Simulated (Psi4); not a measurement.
CH6N (SMILES C[NH3+]), charge +1, singlet, geometry from GFN2-xTB; Psi4 with WB97M-V/def2-SVPD.

The Psi4 input:
```
memory 2 GB

molecule mol {
1 1
  C     0.010833    0.778962    0.017184
  N    -0.009805   -0.705015   -0.015553
  H    -1.005209    1.167112    0.002103
  H    -0.515861   -1.076477    0.799772
  H    -0.477238   -1.040205   -0.868773
  H     0.506174    1.125813    0.921374
  H     0.547114    1.164260   -0.847210
  H     0.948655   -1.079167   -0.001500
}

set basis def2-svpd
set reference rks
set scf_type pk
set puream true
set d_convergence 1e-8
set dft_radial_points 99
set dft_spherical_points 590

energy('wb97m-v')
print_variables()
```

**Question.** Write the output that Psi4 gives for this input, abridged.

**Answer.** 
```
   => Loading Basis Set <=

    Name: DEF2-SVPD
    Role: ORBITAL
    Keyword: BASIS

         ---------------------------------------------------------
                                   SCF
               by Justin Turney, Rob Parrish, Andy Simmonett
                          and Daniel G. A. Smith
                              RKS Reference
         ---------------------------------------------------------

  ==> Geometry <==

    Molecular point group: c1
    Full point group: C1

    Geometry (in Angstrom), charge = 1, multiplicity = 1:

       Center              X                  Y                   Z               Mass
    ------------   -----------------  -----------------  -----------------  -----------------
         C            0.010946594193     0.787119630553     0.017364052621    12.000000000000
         N           -0.009691405807    -0.696857369447    -0.015372947379    14.003074004430
         H           -1.005095405807     1.175269630553     0.002283052621     1.007825032230
         H           -0.515747405807    -1.068319369447     0.799952052621     1.007825032230
         H           -0.477124405807    -1.032047369447    -0.868592947379     1.007825032230
         H            0.506287594193     1.133970630553     0.921554052621     1.007825032230
         H            0.547227594193     1.172417630553    -0.847029947379     1.007825032230
         H            0.948768594193    -1.071009369447    -0.001319947379     1.007825032230

  Running in c1 symmetry.

  Rotational constants: A =      2.82647  B =      0.68298  C =      0.68298 [cm^-1]
  Rotational constants: A =  84735.37611  B =  20475.10213  C =  20475.09954 [MHz]
  Nuclear repulsion =   48.032717613509639

  Charge       = 1
  Multiplicity = 1
  Electrons    = 18
  Nalpha       = 9
  Nbeta        = 9

  ==> Algorithm <==

  SCF Algorithm Type is PK.
  DIIS enabled.
  MOM disabled.
  Fractional occupation disabled.
  Guess Type is SAD.
  Energy threshold   = 1.00e-06
  Density threshold  = 1.00e-08
  Integral threshold = 1.00e-12

  ==> Primary Basis <==

  Basis Set: DEF2-SVPD
    Blend: DEF2-SVPD
    Number of shells: 40
    Number of basis functions: 88
    Number of Cartesian functions: 92
    Spherical Harmonics?: true
    Max angular momentum: 2

  ==> DFT Potential <==

   => LibXC <=

    Version 7.1.2
    S. Lehtola, C. Steigemann, M. J. T. Oliveira, and M. A. L. Marques,  SoftwareX 7, 1–5 (2018) (10.1016/j.softx.2017.11.002)

   => Composite Functional: WB97M-V <=

    wB97M-V Hyb-GGA Exchange-Correlation Functional

    N. Mardirossian and M. Head-Gordon,  J. Chem. Phys. 144, 214110 (2016) (10.1063/1.4952647)

    Deriv               =              1
    GGA                 =           TRUE
    Meta                =           TRUE

    Exchange Hybrid     =           TRUE
    MP2 Hybrid          =          FALSE

   => Exchange-Correlation Functionals <=

    1.0000   wB97M-V exchange-correlation functional

   => Exact (HF) Exchange <=

    0.8500            HF,LR [omega = 0.3000]
    0.1500               HF

   => LibXC Density Thresholds  <==

    XC_HYB_MGGA_XC_WB97M_V:  1.00E-13

   => VV10 Non-Local Parameters <=

    VV10 B              =     6.0000E+00
    VV10 C              =     1.0000E-02

   => Molecular Quadrature <=

    Radial Scheme          =       TREUTLER
    Pruning Scheme         =           NONE
    Nuclear Scheme         =       TREUTLER

    Blocking Scheme        =         OCTREE
    BS radius alpha        =              1
    Pruning alpha          =              1
    Radial Points          =             99
    Spherical Points       =            590
    Total Points           =         445165
    Total Blocks           =           3178
    Max Points             =            256
    Max Functions          =             88
    Weights Tolerance      =       1.00E-15

  ==> Integral Setup <==

  Using in-core PK algorithm.
   Calculation information:
      Number of atoms:                   8
      Number of AO shells:              40
      Number of primitives:             64
      Number of atomic orbitals:        92
      Number of basis functions:        88

      Integral cutoff                 1.00e-12
      Number of threads:                 1

  Performing in-core PK
  Using 23008458 doubles for integral storage.
  We computed 336603 shell quartets total.
  Whereas there are 336610 unique shell quartets.

  Computing range-separated integrals for PK
  We computed 336603 wK shell quartets total.
  Whereas there are 336610 wK unique shell quartets.

  ==> DiskJK: Disk-Based J/K Matrices <==

    J tasked:                  Yes
    K tasked:                  Yes
    wK tasked:                 Yes
    Omega:               3.000E-01
    Schwarz Cutoff:          1E-12

  Minimum eigenvalue in the overlap matrix is 1.7387087482E-04.
  Reciprocal condition number of the overlap matrix is 1.8167800569E-05.
    Using symmetric orthogonalization.

  ==> Pre-Iterations <==

  SCF Guess: Superposition of Atomic Densities via on-the-fly atomic UHF (no occupation information).

   -------------------------
    Irrep   Nso     Nmo
   -------------------------
     A         88      88
   -------------------------
    Total      88      88
   -------------------------

  ==> Iterations <==

                        Total Energy        Delta E     RMS |[F,P]|

   @RKS iter SAD:   -96.02720697373398   -9.60272e+01   0.00000e+00
   @RKS iter   1:   -96.01487799534857    1.23290e-02   4.01470e-03 ADIIS/DIIS
   @RKS iter   2:   -96.06172947461498   -4.68515e-02   2.46228e-03 ADIIS/DIIS
   @RKS iter   3:   -96.08282019721774   -2.10907e-02   3.82930e-04 ADIIS/DIIS
   @RKS iter   4:   -96.08343205556585   -6.11858e-04   1.46933e-04 ADIIS/DIIS
   @RKS iter   5:   -96.08350576322391   -7.37077e-05   3.22824e-05 DIIS
   @RKS iter   6:   -96.08351020573700   -4.44251e-06   4.91616e-06 DIIS
   @RKS iter   7:   -96.08351034602251   -1.40286e-07   5.34369e-07 DIIS
   @RKS iter   8:   -96.08351034837364   -2.35113e-09   7.67797e-08 DIIS
   @RKS iter   9:   -96.08351034842801   -5.43707e-11   9.93250e-09 DIIS
  Energy and wave function converged.

  ==> Post-Iterations <==

   Electrons on quadrature grid:
      Ntotal   =   18.0000000098 ; deviation = 9.782e-09

    Orbital Energies [Eh]
    ---------------------

    Doubly Occupied:

       1A    -14.869647     2A    -10.618206     3A     -1.341476
       4A     -1.046465     5A     -0.918052     6A     -0.918052
       7A     -0.818293     8A     -0.722754     9A     -0.722753

    Virtual:

      10A     -0.147864    11A     -0.081858    12A     -0.074583
      13A     -0.074582    14A     -0.028792    15A     -0.028792
      16A     -0.007536    17A      0.025563    18A      0.025682
      19A      0.025682    20A      0.044258    21A      0.044260
      22A      0.108425    23A      0.108426    24A      0.139679
      25A      0.158373    26A      0.173355    27A      0.192197
      28A      0.192197    29A      0.222928    30A      0.230559
      31A      0.230560    32A      0.251092    33A      0.262631
      34A      0.262631    35A      0.279799    36A      0.283681
      37A      0.339758    38A      0.339760    39A      0.343263
      40A      0.343268    41A      0.363203    42A      0.418586
      43A      0.421752    44A      0.421754    45A      0.476720
      46A      0.476722    47A      0.677514    48A      0.745685
      49A      0.745685    50A      0.768449    51A      0.817802
      52A      0.870093    53A      0.870095    54A      0.933298
      55A      1.048728    56A      1.048735    57A      1.169420
      58A      1.280549    59A      1.280551    60A      1.378453
      61A      1.418769    62A      1.418770    63A      1.499459
      64A      1.533604    65A      1.699747    66A      1.699747
      67A      1.714365    68A      1.714366    69A      1.749143
      70A      1.865286    71A      1.865291    72A      1.938349
      73A      1.938353    74A      2.027307    75A      2.101114
      76A      2.101118    77A      2.195015    78A      2.391829
      79A      2.424401    80A      2.424403    81A      2.644125
      82A      2.674423    83A      2.674424    84A      2.929656
      85A      2.929657    86A      3.025431    87A      3.279402
      88A      3.279403

    Final Occupation by Irrep:
              A
    DOCC [     9 ]
    NA   [     9 ]
    NB   [     9 ]

  @RKS Final Energy:   -96.08351034842801

   => Energetics <=

    Nuclear Repulsion Energy =             48.0327176135096394
    One-Electron Energy =                -218.1929600264042506
    Two-Electron Energy =                  83.8512927208643077
    DFT Exchange-Correlation Energy =      -9.8477471024414669
    Empirical Dispersion Energy =           0.0000000000000000
    VV10 Nonlocal Energy =                  0.0731864460437690
    Total Energy =                        -96.0835103484280069

Computation Completed

Properties will be evaluated at   0.000000,   0.000000,   0.000000 [a0]

Properties computed using the SCF density matrix

 Multipole Moments:

 ------------------------------------------------------------------------------------
     Multipole            Electronic (a.u.)      Nuclear  (a.u.)        Total (a.u.)
 ------------------------------------------------------------------------------------

 L = 1.  Multiply by 2.5417464519 to convert [e a0] to [Debye]
 Dipole X            :         -0.0159204            0.0040748           -0.0118456
 Dipole Y            :         -1.1447648            0.2929037           -0.8518610
 Dipole Z            :         -0.0252536            0.0064629           -0.0187907
 Magnitude           :                                                    0.8521506

 ------------------------------------------------------------------------------------

  Variable Map:
  ----------------------------------------------------------------------------
  "CURRENT ENERGY"              =>     -96.083510348428
  "CURRENT REFERENCE ENERGY"    =>     -96.083510348428
  "DD SOLVATION ENERGY"         =>       0.000000000000
  "DFT FUNCTIONAL TOTAL ENERGY" =>     -96.083510348428
  "DFT TOTAL ENERGY"            =>     -96.083510348428
  "DFT VV10 ENERGY"             =>       0.073186446044
  "DFT XC ENERGY"               =>      -9.847747102441
  "GRID ELECTRONS ALPHA"        =>       9.000000004891
  "GRID ELECTRONS BETA"         =>       9.000000004891
  "GRID ELECTRONS TOTAL"        =>      18.000000009782
  "NUCLEAR REPULSION ENERGY"    =>      48.032717613510
  "ONE-ELECTRON ENERGY"         =>    -218.192960026404
  "PCM POLARIZATION ENERGY"     =>       0.000000000000
  "PE ENERGY"                   =>       0.000000000000
  "SCF ITERATION ENERGY"        =>     -96.083510348428
  "SCF ITERATIONS"              =>       9.000000000000
  "SCF TOTAL ENERGY"            =>     -96.083510348428
  "TWO-ELECTRON ENERGY"         =>      83.851292720864
  "XC GRID RADIAL POINTS"       =>      99.000000000000
  "XC GRID SPHERICAL POINTS"    =>     590.000000000000
  "XC GRID TOTAL POINTS"        =>  445165.000000000000

  Array Variable Map:
  ----------------------------------------------------------------------------
  "CURRENT DIPOLE"              =>      -0.011845603287 ... -0.018790694731 1 by 3
  "SCF DIPOLE"                  =>      -0.011845603287 ... -0.018790694731 1 by 3
  "SCF TOTAL ENERGIES"          =>     -96.027206973734 ... -96.083510348428 1 by 10
```
